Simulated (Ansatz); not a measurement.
Mulliken charges of `F[SiH](F)[SiH2]Cl` from r2SCAN/def2-TZVPP in Ansatz (PBE0-D4/def2-TZVP geometry).

```json
{"atom": "F1", "x (Å)": "0.049", "y (Å)": "-0.068", "z (Å)": "2.229", "charge (e)": "-0.304"}
{"atom": "Si2", "x (Å)": "0.811", "y (Å)": "-0.183", "z (Å)": "0.838", "charge (e)": "0.735"}
{"atom": "F3", "x (Å)": "1.455", "y (Å)": "-1.638", "z (Å)": "0.769", "charge (e)": "-0.308"}
{"atom": "Si4", "x (Å)": "-0.737", "y (Å)": "0.056", "z (Å)": "-0.910", "charge (e)": "0.325"}
{"atom": "Cl5", "x (Å)": "-1.408", "y (Å)": "2.002", "z (Å)": "-0.849", "charge (e)": "-0.245"}
{"atom": "H6", "x (Å)": "1.912", "y (Å)": "0.805", "z (Å)": "0.841", "charge (e)": "-0.088"}
{"atom": "H7", "x (Å)": "-0.093", "y (Å)": "-0.177", "z (Å)": "-2.226", "charge (e)": "-0.060"}
{"atom": "H8", "x (Å)": "-1.896", "y (Å)": "-0.855", "z (Å)": "-0.748", "charge (e)": "-0.055"}
```

Problem. By hand: the dipole of these point charges (1 e Å = 4.8032 D).

Solution. Σ q r = (0.180, -0.095, -0.286) e Å, of length 0.351 e Å = 1.69 D.

Problem. How does the dipole of the full density compare? (Estimate.)

Solution. Ansatz gave: (0.059, -0.025, -0.228) e Å, 1.14 D; the point charges give 1.48 times that, at 20° from its direction.

Point charges leave out the atoms' own dipoles, such as those of lone pairs, and Mulliken's split depends on the basis, so the two needn't agree.
